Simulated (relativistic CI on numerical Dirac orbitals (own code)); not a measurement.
The spin-orbit constant of Ce III from its measured fine structure

Problem. The ground term 3H of Ce III (4f2) has the measured levels J = 4: 0.0, J = 5: 1528.3, J = 6: 3127.1 cm⁻¹ (Martin, Zalubas and Hagan, Atomic Energy Levels: The Rare-Earth Elements, NSRDS-NBS 60 (1978)). Test the interval rule and estimate ζ(4f).

Working.
1. In LS coupling E(J) − E(J − 1) = AJ. The intervals give A = 305.7 (J = 5), 266.5 (J = 6) cm⁻¹.
2. These values spread by 14 % of their mean, from second-order spin-orbit mixing with other terms and from spin-spin terms.
3. The whole width divided by the sum of the upper J values gives a mean A = 284.3 cm⁻¹.
4. For the Hund term of a shell that is less than half full, A = +ζ/2S with 2S = 2, so ζ = 569 cm⁻¹.

Check. The value calculated from Dirac-Coulomb-Breit radial functions of this configuration is ζ = 511 cm⁻¹, 10 % below the estimate from measurement. The same recipe applied to the calculated levels returns 521 cm⁻¹, which shows the bias of the recipe itself. Where the interval rule fails, the estimate is only rough.
